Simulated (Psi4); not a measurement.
Psi4 input (wB97X-D/6-31G*):

```
memory 1500 MB

molecule {
0 2
C    -2.03021267    0.91163379    0.84250509
C    -0.93833435   -0.07263228    0.61356073
C    -1.46767137   -1.34126963   -0.06863272
C     0.22886989    0.57227764   -0.15068870
C     1.46279245   -0.30306346   -0.25497844
O     2.49759506    0.47350476   -0.85603961
H    -1.81203651    1.96525313    0.95488714
H    -3.04379430    0.58003405    1.02474809
H    -0.54435831   -0.37806739    1.59989741
H    -2.32108705   -1.74583160    0.47851463
H    -1.79582995   -1.11950700   -1.08679872
H    -0.70752121   -2.12159611   -0.11868966
H    -0.10018932    0.84836859   -1.15639563
H     0.51882531    1.49858803    0.35215814
H     1.76393947   -0.63962325    0.74650655
H     1.25609013   -1.19366468   -0.85867112
H     3.27253773   -0.08366816   -0.97843578
symmetry c1
no_reorient
no_com
}

set {
  basis 6-31G*
  reference uks
  scf_type pk
  dft_radial_points 99
  dft_spherical_points 590
  e_convergence 1e-8
  d_convergence 1e-7
  maxiter 150
}

e = energy('wb97x-d')
print_out(f'\nFINAL {e:.10f} DIPOLE {variable("CURRENT DIPOLE")[0]:.6f} {variable("CURRENT DIPOLE")[1]:.6f} {variable("CURRENT DIPOLE")[2]:.6f}\n')
```

From the output:

```
  HONO-1 :   24  A 1.9987356
  HONO-0 :   25  A 1.0000000
  LUNO+0 :   26  A 0.0012644
  LUNO+1 :   27  A 0.0003411
  LUNO+2 :   28  A 0.0003069
  LUNO+3 :   29  A 0.0002543

Computation Completed

Properties will be evaluated at   0.000000,   0.000000,   0.000000 [a0]

Properties computed using the SCF density matrix

 Multipole Moments:

 ------------------------------------------------------------------------------------
     Multipole            Electronic (a.u.)      Nuclear  (a.u.)        Total (a.u.)
 ------------------------------------------------------------------------------------

 L = 1.  Multiply by 2.5417464519 to convert [e a0] to [Debye]
 Dipole X            :          0.1081091            0.0000003            0.1081094
 Dipole Y            :         -0.6371091            0.0000001           -0.6371090
 Dipole Z            :          0.1764083           -0.0000001            0.1764082
 Magnitude           :                                                    0.6698622

 ------------------------------------------------------------------------------------

FINAL -272.2178091135 DIPOLE 0.108109 -0.637109 0.176408

*** Psi4 exiting successfully. Buy a developer a beer!
```

The geometry given is a B3LYP-D3(BJ)/def2-TZVP minimum.
